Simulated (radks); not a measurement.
The numbers below are computed, except where a source is named.
Q: These are the eigenvalues of the occupied orbitals of an atom or ion with whole-number occupations (Ry). Code: a radial shooting solver on a logarithmic mesh with Libxc functionals. Model: scalar-relativistic Kohn-Sham, PBE, spin-unpolarised, spherical densities, point nucleus.

| orbital | eigenvalue |
|---|---|
| 1s | -50.28211 |
| 2s | -3.48292 |
| 2p | -2.08064 |

Which element is it, and in what charge state? The configuration may be excited.

A: Z = 9, fluorine, charge +1: F+ in [He] 2s2 2p4. The list shows which subshells hold electrons but not how many an open one holds; the 1s level, -25.141 hartree, gives Z - s = 7.1 by -(Z - s)^2/2, which with screening and relativity narrows Z to a few neighbours, and the depths of the outer levels then fix element, charge and occupations together.
